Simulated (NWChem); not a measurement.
CH5BS2; SMILES CB(S)S

```xyz
9

B     -0.3232     0.0004    -0.0137
C     -1.9011     0.0001    -0.0001
H     -2.3266    -0.8643    -0.5225
H     -2.3304     0.9088    -0.4362
H     -2.2522    -0.0529     1.0403
S      0.5101     1.6150    -0.0030
H      1.8014     1.2212     0.0418
S      0.5105    -1.6147    -0.0030
H      1.8012    -1.2194     0.0422
```
Atoms are numbered in this order, from 1.

All runs: NWChem. Pople sets run with spherical d functions. Medium grid unless said otherwise, to which SCAN and Minnesota functionals are sensitive. All runs use the structure optimised with B3LYP/6-31G* (spherical d). Hybrids' shares of exact exchange are those that their runs print; pure functionals count as 0. The functionals differ in more than this share.

```csv
row,share of exact exchange,orbital gap (eV)
PBE/6-31G*,0.00,4.88
"LDA (Slater exchange, PW92)/6-31G*",0.00,4.80
TPSSh/6-31G*,0.10,withheld
B3LYP/6-31G*,0.20,6.57
B3PW91/6-31G*,0.20,6.57
r2SCAN0/6-31G*,0.25,7.32
Hartree-Fock/6-31G*,1.00,13.43
```

Question: Fit a straight line of the last column on the one before it, predict the withheld value, and compare with the run.

Answer: 
1. Means of the 6 shown rows: x = 0.275, y = 7.262. Slope Σ(x − x̄)(y − ȳ)/Σ(x − x̄)² = 5.906/0.6888 = 8.575; intercept 4.904.
2. The shown rows scatter about the line by 0.124 (root mean square); the largest residual is +0.27, at r2SCAN0/6-31G*.
3. At x = 0.10 (TPSSh/6-31G*; inside the shown range) the line gives 5.76.
4. The run gives 5.92, +0.16 from the line, 1.3 times the scatter.
